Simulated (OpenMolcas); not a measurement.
Ir VIII: effect of the basis set

```json
{
  "Program": "OpenMolcas",
  "Method": "CASSCF",
  "Active space": "2 electrons in 5 orbitals (5d)",
  "State averaging": "2S+1 = 3 even, 10 roots; 2S+1 = 1 even, 15 roots",
  "Spin-orbit coupling": "RASSI with atomic mean-field integrals over the reference wave functions, term energies averaged over their components"
}
```

A. ANO-R1 [7s5p4d2f], X2C, finite nucleus; cost roughly 10 core-seconds
B. ANO-RCC-VDZP [7s6p4d2f], DKH2, point nucleus; cost about 5 core-seconds
C. ANO-R2 [8s6p5d3f1g], X2C, finite nucleus; cost about 6 core-seconds
D. ANO-RCC-VTZP [8s7p5d3f1g], DKH2, point nucleus; cost of the order of 5 core-seconds
E. ANO-RCC-VQZP [9s8p6d4f2g1h], DKH2, point nucleus; cost of the order of 10 core-seconds
F. ANO-R3 [9s7p6d4f2g2h], X2C, finite nucleus; cost about 12 core-seconds

Energies in cm⁻¹ above 5d² ³F₂, the measured ground level; measured values from van het Hof, Joshi, Wyart and Sugar, J. Res. Natl. Inst. Stand. Technol. 100, 687 (1995).

| Level | A | B | C | D | E | F | Measured |
| --- | --- | --- | --- | --- | --- | --- | --- |
| 5d² ³F₂ | 0.0 | 0.0 | 0.0 | 0.0 | 0.0 | 0.0 | 0.0 |
| 5d² ³F₃ | 13181 | 12015 | 12384 | 12736 | 12021 | 11979 | 12672 |
| 5d² ³P₀ | 19958 | 19373 | 19687 | 19726 | 19787 | 19764 | 17254 |
| 5d² ³F₄ | 23047 | 21280 | 21883 | 22385 | 21391 | 21320 | 21615 |
| 5d² ³P₁ | 28261 | 26800 | 27368 | 27691 | 27164 | 27114 | 25221 |
| 5d² ¹G₄ | 39811 | 37543 | 38400 | 38921 | 38038 | 37955 | 36253 |
| 5d² ³P₂ [55 %] | 42829 | 40125 | 41097 | 41777 | 40544 | 40452 |  |
| 5d² ¹S₀ | 72989 | 69971 | 71314 | 71762 | 71299 | 71173 | 65022 |

Deviations, from unrounded energies. A percentage is the sum of absolute deviations over the sum of measured energies, with the sign that they share, or ± where signs differ.

```tsv
Against measurement	Levels	A	B	C	D	E	F
mean absolute deviation (cm-1)	6	3200	1800	2300	2500	2200	2200
fine structure of the ground term (%)	2	+5.7	-2.9	±1.6	+2.4	-2.6	-2.9
other terms of the ground configuration (%)	4	+12.0	+6.9	+9.1	+10.0	+8.7	+8.5
```

B lies closest to measurement on these levels and A furthest from it. The largest miss of B in the table is 5d² ¹S₀, by +4900 cm-1. The ranking rests on the paired levels alone, and a cruder setting can come out closer through cancelling errors.

Among A to F the level of the table that moves most is 5d² ¹S₀, by 3000 cm-1 (lowest in B, highest in A).

Without dynamic correlation excited terms often stand tens of per cent too high (terms of higher spin than the ground term too low), and those without a measured partner can miss by more than the paired ones. The basis is small and was not contracted for so high a charge (holds for A; B). Measured partners are found by configuration, term and J. A level has none where our copy of the source lacks it or the pairing is in doubt (some pairs that miss far off the trend of their configuration count as doubtful), and it then counts in no deviation. Only configurations of the active space appear. The table leaves out levels that lie high or whose names do not pair safely across all columns.

A share in square brackets marks a mixed level and gives the weight of the term that names it, the lowest over the columns.
